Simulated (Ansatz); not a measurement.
One geometry of CH$_{4}$FNSi (`F[SiH]1CN1`), several functionals.

```yaml
crystal:
  periodic: [false, false, false]
  atoms:
    - {symbol: F, position_ang: [-1.889443, 1.067309, -0.264439]}
    - {symbol: Si, position_ang: [-0.421351, 0.570483, -0.635744]}
    - {symbol: C, position_ang: [0.666304, -0.021733, 0.695000]}
    - {symbol: N, position_ang: [0.098541, -0.987991, -0.317095]}
    - {symbol: H, position_ang: [-0.070480, 1.217804, -1.909001]}
    - {symbol: H, position_ang: [1.752689, 0.033168, 0.711222]}
    - {symbol: H, position_ang: [0.231663, -0.060276, 1.695099]}
    - {symbol: H, position_ang: [-0.275824, -1.875963, -0.030743]}
basis:
  gaussian: {orbitals: def2-TZVPP}
hamiltonian: {xc: {name: BLYP}, dispersion: d4}
output: {orbitals: {seedname: orbitals}}
```

```sh
$ ansatz run in.yaml --threads 2 --pin off --events-out ev --progress --plain --max-ram 4352MiB
```

Shortened log:

```
Functional definition: BLYP
1015 factors; their error is unknown
mean field evaluation 1: about -13173.7613 eV, gradient 8.6e1 eV
mean field evaluation 2: about -13092.9016 eV, gradient 1.8e2 eV
mean field evaluation 4: about -13187.5917 eV, gradient 2.8e1 eV
mean field evaluation 8: about -13188.7465 eV, gradient 8.3e-2 eV
mean field evaluation 16: about -13188.7206 eV, gradient 4.1e-5 eV
mean field -13188.72061397 eV, -484.6765429277 hartree, gradient 4.1e-5 eV, S^2 0.000000; 0 other end points of the search recorded, 0 dependent functions left out
reference -13188.72094058 eV, -484.6765549303 hartree; 20, 20 occupied and 171, 171 virtual orbitals, 1015 factors
Total energy: -13189.03360061 eV, -484.6880449743 hartree
```

Hardware: 2 threads of an Arm Neoverse V2 on a shared host. Wall time 1.6 s, peak host memory 0.2 GiB.

The same input with `hamiltonian: {xc: {name: BHLYP}, dispersion: d4}` (abridged; 2.1 s):

```
Functional definition: BHLYP
mean field evaluation 16: about -13187.4786 eV, gradient 3.1e-5 eV
mean field -13187.47863056 eV, -484.6309008790 hartree, gradient 3.1e-5 eV, S^2 0.000000
Total energy: -13187.64269954 eV, -484.6369303029 hartree
```

The same input with `hamiltonian: {xc: pbe, dispersion: d4}` and forces (abridged; 2.1 s):

```
Functional definition: PBE
mean field evaluation 16: about -13180.0962 eV, gradient 4.0e-4 eV
mean field -13180.09623528 eV, -484.3596028566 hartree, gradient 1.4e-5 eV, S^2 0.000000
Total energy: -13180.23413578 eV, -484.3646706064 hartree
Atom 0 force    -0.620314     0.229796     0.150030 eV/Å
Atom 1 force     0.227065     0.208067    -0.269957 eV/Å
Atom 2 force     0.142266     0.048829     0.199466 eV/Å
Atom 3 force     0.172171    -0.270979    -0.239355 eV/Å
Atom 4 force     0.049463     0.068640    -0.170493 eV/Å
Atom 5 force     0.239941     0.024261     0.018625 eV/Å
Atom 6 force    -0.078378     0.016635     0.222883 eV/Å
Atom 7 force    -0.132216    -0.325249     0.088802 eV/Å
Dipole moment:     0.072019    -0.096568     0.061371 e Å
```

The same input with `hamiltonian: {xc: {name: PBE-QIDH}}` (abridged; 4 s):

```
Functional definition: PBE-QIDH
mean field evaluation 16: about -13170.5341 eV, gradient 8.2e-5 eV
mean field -13170.53412545 eV, -484.0082018016 hartree, gradient 4.5e-6 eV, S^2 0.000000
8 core orbitals not correlated: weight in the atoms' cores, before any rotation towards them, 1.000 or more for the frozen orbitals, at most 0.000 for the correlated occupied ones
second order -22.64338956 eV of doubles, -0.00000000 eV of singles
Total energy: -13178.08193321 eV, -484.2855786208 hartree
```

The same input with `hamiltonian: {xc: hse06, dispersion: d4}` (abridged; 2.4 s):

```
Functional definition: HSE06
mean field evaluation 16: about -13180.6292 eV, gradient 2.8e-5 eV
mean field -13180.62921310 eV, -484.3791894300 hartree, gradient 2.8e-5 eV, S^2 0.000000
Total energy: -13180.73487645 eV, -484.3830724865 hartree
```

With the line `hamiltonian: {xc: {name: B97M-V}}` (abridged; 7.5 s):

```
Functional definition: B97M-V
mean field evaluation 16: about -13186.8079 eV, gradient 1.4e-3 eV
mean field -13186.80790957 eV, -484.6062523372 hartree, gradient 2.9e-5 eV, S^2 0.000000
Total energy: -13186.80796460 eV, -484.6062543595 hartree
```

HSE06 is the plane-wave form, built on full-range PBE exchange.
